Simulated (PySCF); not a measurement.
Species: C3H10PSi2 (doublet state).
Z-matrix (Å and degrees, GFN2-xTB geometry), rows numbered from 1:
```
C 
C   1  1.3214
C   2  1.4831  1  124.87
Si  3  1.9289  2  108.93  1  -103.81
Si  4  2.2935  3  108.02  2  -172.17
P   4  2.2532  3  105.38  2   -50.26
H   1  1.0785  2  121.49  3    -2.85
H   1  1.0764  2  122.17  3   177.83
H   2  1.0847  1  120.12  3  -176.84
H   3  1.0896  2  110.64  1    16.59
H   3  1.0912  2  110.01  1   135.74
H   4  1.4840  3  105.03  2    56.37
H   5  1.4672  4  119.50  3   154.88
H   5  1.4656  4  119.80  3   -72.42
H   6  1.3813  4   95.16  3  -161.13
H   6  1.3827  4   95.46  3   -68.55
```

The hyperfine couplings belong to this conformer and change with its torsions.

Identity: `C=CC[Si@@H]([SiH2])P` [radical].

Computed, not measured: UKS B3LYP, pcH-1 on C H P Si, non-relativistic, mean-field spin-orbit, GIAO (PySCF 2.14.0). The structure is a single GFN2-xTB conformer in the gas phase; no vibrational or solvent corrections. A GFN2-xTB geometry isn't a minimum of the functional, and hyperfine couplings can be far from their values at a DFT geometry, by a factor of two or more for some ions and for spin on atoms past the first row. The SCF solution wasn't tested for stability.

Problem. The isotropic 29Si couplings are -331.1, -19.0 MHz. Assign them to Si4; Si5.

Solution. 
| site | a_iso (MHz) | ρ(0) (bohr⁻³) | position | distance from Si5 (Å) | spin population | largest \|T\| (MHz) |
| --- | --- | --- | --- | --- | --- | --- |
| Si4 | -19.0 | +0.0214 | 1 bond from Si5 | 2.29 | +0.02 | 6.6 |
| Si5 | -331.1 | +0.3736 | largest spin population | 0.00 | +0.99 | 175.5 |

ρ(0) is the spin density at the nucleus and T the dipolar tensor; a_iso includes a spin–orbit part; entries for several nuclei are means. The largest Mulliken spin population is on Si5 (+0.99). The angles at Si5 add up to 344.8°, so it is pyramidal.

Nuclei that the bonding pattern makes equivalent are averaged, as if the motion that swaps them (rotation, inversion, ring flip) were fast.
